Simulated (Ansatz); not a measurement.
Ansatz (a program for electronic structure) input (RI-MP2/aug-cc-pVTZ):
A basis named .json is the Basis Set Exchange file of that set.

Ansatz 0.2 input:
```yaml
crystal:
  periodic: [false, false, false]
  atoms:
    - {symbol: C, position_ang: [-1.59583230, 0.13556636, -0.07499087]}
    - {symbol: C, position_ang: [-0.31945262, -0.47689888, -0.52507877]}
    - {symbol: N, position_ang: [0.81530058, 0.04962629, 0.15367919]}
    - {symbol: C, position_ang: [1.73562988, 0.48689262, 0.71801204]}
    - {symbol: H, position_ang: [-1.61765317, 0.81705980, 0.76026483]}
    - {symbol: H, position_ang: [-2.51384881, -0.14461706, -0.56974995]}
    - {symbol: H, position_ang: [-0.32715911, -1.56461878, -0.37225552]}
    - {symbol: H, position_ang: [-0.17051277, -0.32856872, -1.60166805]}
basis:
  gaussian:
    orbitals: aug-cc-pVTZ
    fitting: {mean_field: def2-universal-jkfit, correlation: aug-cc-pVTZ-RIFIT.json}
magnetization: {spin_polarized: true, initial_magnetization: 1}
correlation: {method: mp2, electrons: outside_noble_gas}
```

End of the output:

```
integrals: 0.31 GiB planned
374 factors; integrals over basis functions are off by at most 9.5e-1 eV
mean field: 0.74 GiB planned
mean field evaluation 1: about -4632.7903 eV, gradient 2.2e1 eV
mean field evaluation 2: about -4635.1225 eV, gradient 1.1e1 eV
mean field evaluation 4: about -4635.7198 eV, gradient 1.2e0 eV
mean field evaluation 8: about -4635.7361 eV, gradient 8.9e-7 eV
mean field -4635.73611425 eV, -170.3601599838 hartree, gradient 8.9e-7 eV, S^2 0.763937; 0 other end points of the search recorded, 0 dependent functions left out
4 core orbitals not correlated
608 factors; their error is unknown
reference -4635.73611425 eV, -170.3601599838 hartree; 11, 10 occupied and 261, 262 virtual orbitals, 608 factors
second order -17.59783881 eV of doubles, -0.00000000 eV of singles
Total energy: -4653.33395306 eV, -171.0068686320 hartree
```

It need not be the lowest isomer of its formula.
